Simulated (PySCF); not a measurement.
# WS3: from structure and modes to constants

Method: PBE0 in PySCF with W def2-SVP with ECP60, S def2-SVP; scalar-relativistic core potentials, no spin–orbit coupling; density-fitted integrals.

The singlet minimum has C3v symmetry. Masses (u): W 183.95093, S 31.97207.

```xyz
4
charge 0 multiplicity 1, angstrom
W     0.0000   -0.2683    0.0000
S    -0.0006    0.5164    1.9835
S     1.7180    0.5164   -0.9912
S    -1.7174    0.5164   -0.9923
```

Harmonic wavenumbers (cm⁻¹): 174.6 (a1, ×1), 191.4 (e, ×2), 534.7 (e, ×2), 553.7 (a1, ×1).

Q: Find the principal moments of inertia and the rotational constants. What kind of rotor is it?

A: About the centre of mass I = 227.5, 227.5, 377.34 u Å². With B = 16.8576/I this gives 0.0741, 0.0741, 0.04467 cm⁻¹. The molecule is an oblate symmetric top.

Q: What is the harmonic zero-point energy?

A: Half the sum of all 6 wavenumbers, 2181/2 = 1090 cm⁻¹, which is 13.0 kJ/mol (1 cm⁻¹ = 0.0119627 kJ/mol).

Q: Find the vibrational entropy and heat capacity at 298.15 K.

A: With u = 1.43878 ω/T, each mode gives S = R[u/(eᵘ−1) − ln(1−e⁻ᵘ)] and C = R u² eᵘ/(eᵘ−1)².
```csv
ω (cm⁻¹),u,S (J/(mol K)),C (J/(mol K))
174.6,0.843,9.98,7.84
191.4 (×2),0.924,9.27,7.75
534.7 (×2),2.580,2.41,4.91
553.7,2.672,2.24,4.73
```
The sums over all modes are S = 35.6 and C = 37.9 J/(mol K); the softest mode gives 28 % of the entropy (each member, where degenerate).

Q: Give the standard entropy (298.15 K, 1 bar) by its translational, rotational, vibrational and spin parts, and Cp.

A: Sackur–Tetrode with M = 279.87 u gives 179.1; rotation with symmetry number 3 gives 109.2; vibration 35.6; spin R ln 1 = 0.0. The total is 323.9 J/(mol K), and Cp = 4 R + 37.9 = 71.1 J/(mol K).

Stability towards spin polarisation was not tested. Only a few start shapes were tried, so a lower isomer may exist. With an element this heavy the missing spin–orbit coupling can shift these numbers.
